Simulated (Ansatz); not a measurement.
# AlH2Br (SMILES [H][Al]([H])[Br]): methods side by side

The species is AlH2Br (4 atoms), meant as a singlet with charge 0. SMILES: `[H][Al]([H])[Br]`. Geometry: a GFN2-xTB relaxation, a rough one for these elements and not checked as a minimum.

Quantity: the vertical ionisation energy (to the doublet cation), in eV. The values are calculated.

| level | kind | program | value (eV) |
| --- | --- | --- | --- |
| HF/STO-3G | Hartree–Fock | Ansatz | 7.19 |
| B3LYP/STO-3G | global hybrid | Ansatz | 7.89 |
| BHLYP/STO-3G | global hybrid | Ansatz | ? |
| r2SCAN0/STO-3G | hybrid meta-GGA | Ansatz | ? |
| HSE06/STO-3G | range-separated hybrid | Ansatz | 7.92 |
| MP2/STO-3G | perturbation theory | Ansatz | 7.22 |
| CCSD/STO-3G | coupled cluster or CI | Ansatz | 7.13 |
| FCI/STO-3G | exact in the basis | Ansatz | 7.13 |

(1) Estimate the missing values from the other rows.

Answers

(1) As computed at these levels: BHLYP/STO-3G: 8.02 eV; r2SCAN0/STO-3G: 8.07 eV. All-electron rows without a relativistic Hamiltonian named are non-relativistic. Spin-orbit coupling, which can split open shells on such heavy atoms by tenths of an eV, is left out. The values span 7.13 to 8.07 eV. All rows use very small basis sets, so even the best lies far from the true value. In the correlated wave-function rows the outer d shell of Br is correlated, in sets not made for it.
